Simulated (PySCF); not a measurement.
Several molecules and their computed UV-vis stick spectra, shuffled. Computed, not measured: TDDFT CAM-B3LYP/def2-SVPD, vertical, gas phase, core orbitals frozen in the response in PySCF. Geometries: PBE0-D3(BJ)/def2-SVP; one conformer of each isolated species. Triplets are in the Tamm–Dancoff approximation. Relativistic effects are left out although some hold elements past zinc. Ions are computed without counter-ions or solvent.

A. `P[BH2-][AsH3+]`
B. `[SiH3]CB1C=CBC=C1`
C. `[SiH3]CC1C[NH2+]C1`

Lowest singlet levels (six at most, fewer where fewer were computed) with oscillator strengths:

1. 7.57 eV (f 0.003); 8.22 eV (f 0.026); 8.38 eV (f 0.004); 8.50 eV (f 0.009); 8.58 eV (f 0.005); 8.59 eV (f 0.012); T1 7.46 eV
2. 3.33 eV (f 0.000); 3.53 eV (f 0.000); 4.41 eV (f 0.024); 4.68 eV (f 0.062); 5.31 eV (f 0.285); 5.76 eV (f 0.000)
3. 5.52 eV (f 0.018); 5.82 eV (f 0.021); 6.09 eV (f 0.014); 6.29 eV (f 0.002); 6.64 eV (f 0.029); 7.25 eV (f 0.122); T1 5.01 eV

Problem. Which spectrum belongs to which structure?

Solution. 1 = C, 2 = B, 3 = A.
- A: S1 at 5.52 eV, HOMO→LUMO+1 (52%), HOMO→LUMO (40%); Löwdin shares by element: HOMO phosphorus 64%, boron 16%, hydrogen 13% or more; LUMO arsenic 35%, hydrogen 30% or more, boron 13% (atoms not listed hold the other 22%); HOMO -7.72 and LUMO 0.44 eV.
- B: S1 at 3.33 eV, HOMO→LUMO (94%); Löwdin shares by element: HOMO carbon 83% or more (atoms not listed hold the other 17%); LUMO boron 36%, carbon 24% or more (atoms not listed hold the other 40%); HOMO -8.84 and LUMO -2.15 eV.
- C: S1 at 7.57 eV, HOMO→LUMO (91%); Löwdin shares by element: HOMO carbon 44% or more, silicon 25%, hydrogen 6% or more (atoms not listed hold the other 25%); LUMO hydrogen 38% or more, nitrogen 16%, carbon 10% or more (atoms not listed hold the other 36%); HOMO -13.83 and LUMO -3.85 eV.
